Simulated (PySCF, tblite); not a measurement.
Isomers of C6H16N2Si, one GFN2-xTB conformer each. Single-point energies are computed at PBE0/pcSseg-1 (PySCF, gas phase, no added dispersion term), electronic only.

```
                SMILES  GFN2-xTB relative energy (kcal/mol)
    CCN([SiH3])N1CCCC1                                  0.0
CN1CCC[C@H]([SiH3])N1C                                 20.6
CC(C)N1NCC[C@H]1[SiH3]                                 23.6
   CN(N[SiH](C)C)C1CC1                                 38.0
```

Conformers: `[CH3:1][CH2:2][N:3]([SiH3:4])[N:5]1[CH2:6][CH2:7][CH2:8][CH2:9]1` with C1–C2–N3–Si4 -123°, C2–N3–N5–C6 107°, N3–N5–C6–C7 146°, N5–C6–C7–C8 -34°, C6–C7–C8–C9 39°, C7–C8–C9–N5 -30°; `[CH3:1][N:2]1[CH2:3][CH2:4][CH2:5][C@H:6]([SiH3:7])[N:8]1[CH3:9]` with C1–N2–C3–C4 79°, N2–C3–C4–C5 53°, C3–C4–C5–C6 -54°, C4–C5–C6–Si7 -176°; `[CH3:1][CH:2]([CH3:3])[N:4]1[NH:5][CH2:6][CH2:7][C@H:8]1[SiH3:9]` with C1–C2–N4–N5 53°, C2–N4–N5–C6 -113°, N4–N5–C6–C7 -33°, N5–C6–C7–C8 35°, C6–C7–C8–Si9 -139°; `[CH3:1][N:2]([NH:3][SiH:4]([CH3:5])[CH3:6])[CH:7]1[CH2:8][CH2:9]1` with C1–N2–N3–Si4 96°, N2–N3–Si4–C5 -74°, C1–N2–C7–C8 -156°.

**Question.** What does PBE0/pcSseg-1 give for the same structures?

**Answer.** 
```
                SMILES  PBE0/pcSseg-1 E (Eh)  PBE0/pcSseg-1 (kcal/mol)  GFN2-xTB (kcal/mol)  point group
   CN(N[SiH](C)C)C1CC1            -636.64360                       0.0                 38.0           C1
    CCN([SiH3])N1CCCC1            -636.63368                       6.2                  0.0           C1
CC(C)N1NCC[C@H]1[SiH3]            -636.62623                      10.9                 23.6           C1
CN1CCC[C@H]([SiH3])N1C            -636.61471                      18.1                 20.6           C1
```

GFN2-xTB puts CCN([SiH3])N1CCCC1 lowest instead; measured from each level's own lowest isomer, the values differ by up to 38.0 kcal/mol (CN(N[SiH](C)C)C1CC1: 38.0 against 0.0). As drawn, the lowest has a three-membered ring and an N–H bond, which the highest lacks.

**Question.** Which frontier levels, dipoles and rotational constants go with these structures?

**Answer.** 
| SMILES | HOMO (eV, PBE0/pcSseg-1) | LUMO (eV) | dipole (D) | A, B, C (MHz) |
| --- | --- | --- | --- | --- |
| CN(N[SiH](C)C)C1CC1 | -6.56 | 1.35 | 1.25 | 2247, 832.0, 702.7 |
| CCN([SiH3])N1CCCC1 | -6.03 | 0.86 | 0.84 | 1899, 1017, 832.0 |
| CC(C)N1NCC[C@H]1[SiH3] | -5.80 | 0.78 | 1.38 | 1750, 1110, 842.2 |
| CN1CCC[C@H]([SiH3])N1C | -5.92 | 0.91 | 1.25 | 2065, 1047, 904.5 |

**Question.** What happens when harmonic zero-point energies from GFN2-xTB frequencies are added?

**Answer.** 
| SMILES | ZPE (kcal/mol) | electronic (kcal/mol) | with ZPE (kcal/mol) |
| --- | --- | --- | --- |
| CN(N[SiH](C)C)C1CC1 | 132.7 | 0.0 | 0.0 |
| CCN([SiH3])N1CCCC1 | 132.9 | 6.2 | 6.4 |
| CC(C)N1NCC[C@H]1[SiH3] | 133.0 | 10.9 | 11.1 |
| CN1CCC[C@H]([SiH3])N1C | 132.9 | 18.1 | 18.2 |

The zero-point energies span 0.3 kcal/mol. The order is unchanged.
